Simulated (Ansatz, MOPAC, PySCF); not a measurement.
Species: KI (charge 0, singlet). SMILES: [K][I]
Structure (B3LYP-D3(BJ)/def2-TZVP (Ansatz, a quantum-chemistry and plane-wave program) minimum search):
```xyz
2

K      0.0000     0.0000    -2.2761
I      0.0000     0.0000     0.8160
```

Quantity: vertical ionisation energy to the doublet, in eV. Conventions: UHF or UKS for open shells; spin-orbit terms left out; def2 sets with scalar-relativistic core potentials past Kr; each state is the SCF solution reached for its charge and spin; LANL2DZ with its own core potentials from Na on; frozen cores in correlated levels (noble-gas shells and the d and f shells of earlier blocks; the outer core of K, Ca and congeners matters and is frozen too). Ab initio and DFT rows: single points at B3LYP-D3(BJ) geometries (Ansatz). Semi-empirical rows: differences of heats of formation at the shared geometry for vertical values.

| level | program | vertical ionisation energy to the doublet (eV) |
|---|---|---|
| AM1 | MOPAC | 6.63 |
| PM6 | MOPAC | 6.90 |
| HF/LANL2DZ | Ansatz | 6.66 |
| PBE/LANL2DZ | Ansatz | 7.65 |
| M06-2X/LANL2DZ | PySCF | 7.73 |
| MP2/LANL2DZ | Ansatz | 6.86 |
| PBE/def2-TZVPD | Ansatz | 7.71 |
| PBE0/def2-TZVPD | Ansatz | 7.69 |
| wB97M-V/def2-TZVPD | Ansatz | 7.62 |

No value to compare with is used here. The 6 habitual levels span 6.63 (AM1) to 7.73 eV (M06-2X/LANL2DZ); wB97M-V/def2-TZVPD gives 7.62.

The levels are drawn from those run, B3LYP/6-31G* more often than the rest, none by its result; runs whose electronic state is in doubt are left out.
